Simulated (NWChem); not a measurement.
Species: MoNHSF₂; SMILES [NH]=[Mo]([F])([F])=[S]

def2 effective core potentials on Mo; no spin-orbit coupling.

**Question.** Give the equilibrium geometry at PBE0/def2-SVP with def2 effective core potentials on Mo (NWChem) as a Z-matrix, with the point group.

**Answer.** point group Cs; any orientation.
```
Mo
N 1 1.7006
H 2 1.0194 1 156.34
F 1 1.8419 2 107.72 3 -118.25
F 1 1.8420 2 107.71 3 117.50
S 1 2.1034 2 107.21 3 -0.36
```
